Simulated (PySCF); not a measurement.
SMILES COC(=O)c1cccc(C)c1, GFN2-xTB optimised geometry.

```
21

C      1.43    -3.54    -0.01
O      0.69    -2.33     0.00
C      1.41    -1.20     0.00
O      2.62    -1.20     0.00
C      0.58     0.02     0.00
C     -0.81    -0.04     0.04
C     -1.54     1.14     0.04
C     -0.90     2.36     0.00
C      0.49     2.43    -0.04
C      1.18     3.77    -0.08
C      1.22     1.25    -0.04
H      1.99    -3.64     0.92
H      0.70    -4.34    -0.09
H      2.12    -3.56    -0.85
H     -1.31    -1.00     0.07
H     -2.62     1.10     0.07
H     -1.47     3.27     0.00
H      2.26     3.65    -0.14
H      0.84     4.34    -0.94
H      0.94     4.34     0.82
H      2.30     1.27    -0.06
```

Density from B3LYP/def2-SVP (PySCF) at that geometry.

Minimum of the electron density along straight lines between bonded atoms, close to the bond critical point (lines longer than 1.1 times the sum of covalent radii, or with two minima, are not listed):

```
bond     length / Å  ρ at the minimum / e bohr⁻³  ∇²ρ there / e bohr⁻⁵  position (fraction from the first atom)
-------  ----------  ---------------------------  --------------------  ---------------------------------------
C1–O2         1.418                        0.247                 -0.32                                     0.34
O2–C3         1.344                        0.302                 -0.40                                     0.66
C3–O4         1.207                        0.416                  0.28                                     0.33
C3–C5         1.481                        0.272                 -0.69                                     0.52
C5–C6         1.391                        0.310                 -0.79                                     0.50
C6–C7         1.383                        0.315                 -0.82                                     0.50
C7–C8         1.384                        0.315                 -0.82                                     0.50
C8–C9         1.392                        0.311                 -0.80                                     0.50
C9–C10        1.498                        0.257                 -0.61                                     0.51
C5–C11        1.393                        0.310                 -0.79                                     0.50
C9–C11        1.385                        0.315                 -0.81                                     0.50
C1–H12        1.092                        0.283                 -1.09                                     0.64
C1–H13        1.087                        0.286                 -1.12                                     0.64
C1–H14        1.092                        0.283                 -1.10                                     0.64
C6–H15        1.078                        0.287                 -1.12                                     0.64
C7–H16        1.080                        0.284                 -1.08                                     0.63
C8–H17        1.081                        0.284                 -1.07                                     0.63
C10–H18       1.086                        0.279                 -1.03                                     0.63
C10–H19       1.089                        0.276                 -1.01                                     0.63
C10–H20       1.089                        0.275                 -1.01                                     0.63
C11–H21       1.080                        0.286                 -1.11                                     0.64
```
